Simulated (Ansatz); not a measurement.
Consider the ligand exchange at the Si–O bond: `F[SiH]([SiH3])O[SiH3]` + CH₃SH → `CS[SiH](F)[SiH3]` + `O[SiH3]`.

Calculated with Ansatz (gas phase, PBE0-D4/def2-TZVP geometries, no zero-point term in ΔE). CCSD(T)/CBS adds triple-zeta CCSD(T) − MP2 to the extrapolated MP2 energy (def2 sets, frozen cores). This one scheme is used for every species. DFT in def2-TZVPP. One conformer a species, not always the lowest.

`F[SiH]([SiH3])O[SiH3]`:

Cartesian coordinates in Å:
```
F 2.097 -0.550 1.117
Si 1.307 0.079 -0.125
Si 0.157 1.978 0.634
O 0.282 -1.037 -0.708
Si -1.149 -1.824 -0.558
H 2.315 0.354 -1.177
H -0.623 2.566 -0.489
H 1.123 2.993 1.133
H -0.779 1.611 1.731
H -1.623 -2.187 -1.914
H -2.144 -0.934 0.098
H -0.965 -3.048 0.259
```

CH₃SH:

Cartesian coordinates in Å:
```
C 0.162 0.110 0.451
S 0.317 -0.132 -1.333
H -0.543 0.906 0.687
H 1.150 0.404 0.804
H -0.127 -0.812 0.955
H -0.959 -0.477 -1.565
```

`CS[SiH](F)[SiH3]`:

Cartesian coordinates in Å:
```
C 0.115 2.436 0.795
S -0.889 1.152 -0.010
Si 0.510 -0.417 -0.178
F 1.618 -0.117 -1.304
Si -0.687 -2.351 -0.734
H 0.583 2.051 1.700
H 0.874 2.816 0.113
H -0.564 3.245 1.061
H 1.273 -0.518 1.095
H 0.250 -3.431 -1.139
H -1.623 -2.067 -1.853
H -1.461 -2.797 0.455
```

`O[SiH3]`:

Cartesian coordinates in Å:
```
O -0.723 0.574 -0.889
Si 0.209 -0.299 0.152
H -0.966 1.464 -0.633
H 1.522 0.359 0.398
H 0.420 -1.613 -0.496
H -0.462 -0.485 1.468
```

| level | ΔE (kcal/mol) |
| --- | --- |
| PBE | 9.7 |
| PBE0 | 11.3 |
| HF/def2-QZVPP | 20.0 |
| CCSD/CBS(def2) | 14.7 |

Problem. What does CCSD(T)/CBS give? (Estimate.)

Solution. Computed: +13.6 kcal/mol. The listed levels differ from it by -3.9, -2.3, 6.4, 1.1 kcal/mol.

Largest T1 diagnostic among the species: 0.013.

From PBE to PBE0 (25 % exact exchange), in def2-TZVPP and without D4, ΔE moves by +1.5 kcal/mol. In def2-TZVPP, CCSD(T) changes the Hartree–Fock value by −5.0 kcal/mol (the triples alone add −1.1 kcal/mol) and MP2 by −6.1 kcal/mol.
